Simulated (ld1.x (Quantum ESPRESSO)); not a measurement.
The numbers below are computed, except where a source is named.
# Potentials for P compared

Generated with ld1.x 7.5 (TM, RRKJ, ultrasoft, PAW), atompaw 4.2 or ONCVPSP 4.0.1. The cutoff is in Ry: for ld1.x and atompaw files where the sum of valence levels is converged to 10 mRy in a Bessel basis, for ONCV files where the hardest occupied wave has 1 mHa per electron of residual kinetic energy. The error is the largest all-electron minus pseudo excitation energy over each file’s own four to seven test configurations (ionisations up to +4, promotions, holes and added fractions of an electron), all of which were solved. The labels leave out finer settings (local radius, basis sizes, second energies), which also bear on the numbers. Spin-polarised tests are not counted. The rows are a selection from randomly drawn settings: files with unsolved tests, undetermined cutoffs or missed reference levels are left out.

```tsv
potential	cutoff (Ry)	largest error (meV)	bound ghosts
TM, PW91, non-relativistic, rc 1.70/1.20 (sp), local s, core correction no, reference 3s2 3p3	70	+219	none
ultrasoft, PBE, non-relativistic, rc 0.80/0.85/0.70 (spd), local smoothed, core correction yes, reference 2s2 2p6 3s2 3p2	180	+17	none
TM, PBE, scalar-relativistic, rc 1.10/1.50 (sp), local smoothed, core correction no, reference 3s1 3p4	55	+1129	none
ultrasoft, LDA (PZ), non-relativistic, rc 1.60/2.15 (sp), local smoothed, core correction yes, reference 3s1.75 3p3.25	12	+240	none
TM, PBE, scalar-relativistic, rc 1.65/1.90 (sp), local smoothed, core correction yes, reference 3s2 3p2	21	+53	none
RRKJ, PBEsol, non-relativistic, rc 1.10/1.55 (sp), local s, core correction yes, reference 3s2 3p1	70	+43	none
TM, PBE, non-relativistic, rc 1.60/1.45/1.45 (spd), local s, core correction no, reference 3s1.75 3p3.25	35	+195	none
```

(1) Fill in the row for P: TM, PBE, scalar-relativistic, rc 1.20/1.20 (sp), local smoothed, core correction yes, reference 3s2 3p2.

Results:

(1) cutoff 80 Ry, largest error +148 meV, bound ghosts: none.
